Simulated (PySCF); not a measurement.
# Diatomics of Cs with the chalcogens

MP2 with double-zeta basis sets in PySCF, for the lowest determinant that a PBE0 search found; no spin–orbit coupling. De refers to high-spin ground-configuration atoms.

| M | basis | reference, frozen orbitals | state (unpaired electrons) | Re (Å) | ωe (cm⁻¹) | De (eV) |
| --- | --- | --- | --- | --- | --- | --- |
| O | def2-SVP | UHF, 1 | doublet (π ↑) | 2.593 | 346 | 2.07 |
| S | def2-SVPD | UHF, 5 | doublet (π ↑) | 3.209 | 186 | 2.45 |
| Se | def2-SVP | UHF, 9 | doublet (π ↑) | 3.295 | 139 | 2.09 |
| Te | def2-SVP | UHF, 4 | doublet (π ↑) | 3.547 | 107 | 1.91 |

The shortest bond is that of CsO (2.593 Å), the longest that of CsTe (3.547 Å).

The rows differ in basis set, which adds steps of its own.

Down a group the atoms grow and get heavier, so bonds lengthen and wavenumbers fall; this series shows no clear exception.

Correlated steps freeze the inner cores (1 to 9 orbitals); shallow outer-core shells are correlated. Correlated levels converge slowly with the basis: in double zeta they bind strong bonds too weakly, by up to about 1 eV, and carry superposition errors of some tenths. Spin–orbit coupling is left out, which matters for elements this heavy, above all for dissociation energies. States were picked by a PBE0 search and need not be the measured ground states.
